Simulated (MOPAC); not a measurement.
Job for MOPAC: PM7 on H4PbSi (SMILES [SiH3][PbH]), a point of a bond scan (R = 2.010 Å).

```
PM7 1SCF PRECISE CHARGE=0 THREADS=1
H4PbSi

Pb     0.01264380 1     0.35481597 1     0.33070929 1
H     -0.43048829 1     1.47502972 1    -1.08006028 1
Si    -0.03318368 1    -1.72695224 1    -1.46551517 1
H      1.29825965 1    -1.41881313 1    -2.93989399 1
H     -1.37568005 1    -1.84281653 1    -2.09941456 1
H      0.28087739 1    -3.05109006 1    -0.86382657 1
```

Output:

```
*******************************************************************************
 **                                                                           **
 **                              MOPAC v23.2.5                                **
 **                                                                           **
 *******************************************************************************
 ** MOPAC's Digital Object Identifier: https://doi.org/10.5281/zenodo.6511958 **
 **                                                                           **
 ** Please cite the open-source release paper for use of this MOPAC version:  **
 ** J. E. Moussa and J. J. P. Stewart (2026)                                  **
 ** MOPAC: An open-source semiempirical molecular orbital program             **
 ** J. Open Source Softw., 11(119), 8025, https://doi.org/10.21105/joss.08025 **
 *******************************************************************************

                              PM7 CALCULATION RESULTS

 *******************************************************************************
 *  PM7        - The PM7 Hamiltonian to be used
 *
 *
 *
 *                 CHARGE ON SYSTEM = 0
 *
 *
 *
 *  PRECISE    - TIGHTER CRITERIA TO BE USED
 *  1SCF       - DO 1 SCF AND THEN STOP
 *  THREADS=1  - MULTI-THREADING NOT USED
 *  T=         - A TIME OF 172800.0 SECONDS REQUESTED
 *  DUMP=N     - RESTART FILE WRITTEN EVERY 7200.0 SECONDS REQUESTED
 *******************************************************************************
PM7 1SCF PRECISE CHARGE=0 THREADS=1
 H4PbSi

   ATOM   CHEMICAL          X               Y               Z
  NUMBER   SYMBOL      (ANGSTROMS)     (ANGSTROMS)     (ANGSTROMS)

     1      Pb          0.01264380  *   0.35481597  *   0.33070929  *
     2       H         -0.43048829  *   1.47502972  *  -1.08006028  *
     3      Si         -0.03318368  *  -1.72695224  *  -1.46551517  *
     4       H          1.29825965  *  -1.41881313  *  -2.93989399  *
     5       H         -1.37568005  *  -1.84281653  *  -2.09941456  *
     6       H          0.28087739  *  -3.05109006  *  -0.86382657  *



          CARTESIAN COORDINATES

    NO.       ATOM           X           Y           Z

     1        Pb          0.0126      0.3548      0.3307
     2         H         -0.4305      1.4750     -1.0801
     3        Si         -0.0332     -1.7270     -1.4655
     4         H          1.2983     -1.4188     -2.9399
     5         H         -1.3757     -1.8428     -2.0994
     6         H          0.2809     -3.0511     -0.8638

 General Reference for PM7:
 "Optimization of Parameters for Semiempirical Methods VI: More Modifications to the
 NDDO Approximations and Re-optimization of Parameters", J. J. P. Stewart, J. Mol. Mod., 1:32, 19 (2013)
 https://link.springer.com/article/10.1007/s00894-012-1667-x

           Empirical Formula: H4 Pb Si  =     6 atoms



      MOLECULAR POINT GROUP   :   C1


      RHF CALCULATION, NO. OF DOUBLY OCCUPIED LEVELS = 6


 -------------------------------------------------------------------------------
 PM7 1SCF PRECISE CHARGE=0 THREADS=1
 H4PbSi



     1SCF WAS SPECIFIED, SO BFGS WAS NOT USED
     SCF FIELD WAS ACHIEVED


                              PM7 CALCULATION
                                                       MOPAC v23.2.5 Linux




          FINAL HEAT OF FORMATION =        130.52768 KCAL/MOL =     546.12782 KJ/MOL


          COSMO AREA              =        120.99 SQUARE ANGSTROMS
          COSMO VOLUME            =        111.77 CUBIC ANGSTROMS

          IONIZATION POTENTIAL    =          8.018597 EV
          HOMO LUMO ENERGIES (EV) =         -8.019 -0.661
          NO. OF FILLED LEVELS    =          6
          MOLECULAR WEIGHT        =        239.3171         POINT GROUP:  C1

          MOLECULAR DIMENSIONS (Angstroms)

            Atom       Atom       Distance
            H     6    H     2     4.58678
           Pb     1    H     4     3.50315
           Pb     1    H     5     2.35760


          SCF CALCULATIONS        =          1





   ATOM   CHEMICAL          X               Y               Z
  NUMBER   SYMBOL      (ANGSTROMS)     (ANGSTROMS)     (ANGSTROMS)

     1      Pb          0.01264380  *   0.35481597  *   0.33070929  *
     2       H         -0.43048829  *   1.47502972  *  -1.08006028  *
     3      Si         -0.03318368  *  -1.72695224  *  -1.46551517  *
     4       H          1.29825965  *  -1.41881313  *  -2.93989399  *
     5       H         -1.37568005  *  -1.84281653  *  -2.09941456  *
     6       H          0.28087739  *  -3.05109006  *  -0.86382657  *

                             CARTESIAN COORDINATES

   1   Pb        0.012643800     0.354815970     0.330709290
   2    H       -0.430488290     1.475029720    -1.080060280
   3   Si       -0.033183680    -1.726952240    -1.465515170
   4    H        1.298259650    -1.418813130    -2.939893990
   5    H       -1.375680050    -1.842816530    -2.099414560
   6    H        0.280877390    -3.051090060    -0.863826570


           Empirical Formula: H4 Pb Si  =     6 atoms



      MOLECULAR POINT GROUP   :   C1


                  EIGENVALUES
 -19.24808 -15.60622 -12.10259 -10.41989  -9.52054  -8.01860  -0.66109  -0.06447
   1.09883   2.15917   2.73774   7.16507  21.05036  21.08206  21.64174  21.94892
  22.21971


              NET ATOMIC CHARGES AND DIPOLE CONTRIBUTIONS

  ATOM NO.   TYPE          CHARGE      No. of ELECS.   s-Pop       p-Pop       d-Pop
    1         Pb           0.071787        3.9282     1.74808     2.18013
    2          H           0.023495        0.9765     0.97650
    3         Si          -0.126228        4.1262     0.94217     3.05343     0.13063
    4          H           0.033268        0.9667     0.96673
    5          H          -0.003180        1.0032     1.00318
    6          H           0.000858        0.9991     0.99914
 DIPOLE           X         Y         Z       TOTAL
 POINT-CHG.     0.206     1.125     0.439     1.225
 HYBRID        -0.237     0.084    -0.898     0.933
 SUM           -0.032     1.208    -0.459     1.293


          ATOMIC ORBITAL ELECTRON POPULATIONS

     Atom    s        px        py        pz      x^2-y^2     xz        z^2       yz        xy
    1 Pb   1.74808   0.06656   0.87121   1.24236
    2  H   0.97650
    3 Si   0.94217   1.01265   1.01874   1.02204   0.03884   0.02150   0.00828   0.05841   0.00360
    4  H   0.96673
    5  H   1.00318
    6  H   0.99914

 **********************
 *                    *
 * JOB ENDED NORMALLY *
 *                    *
 **********************




 == MOPAC DONE ==
```

The run finished.

Cost: about 0.03 core-seconds (a rough figure).
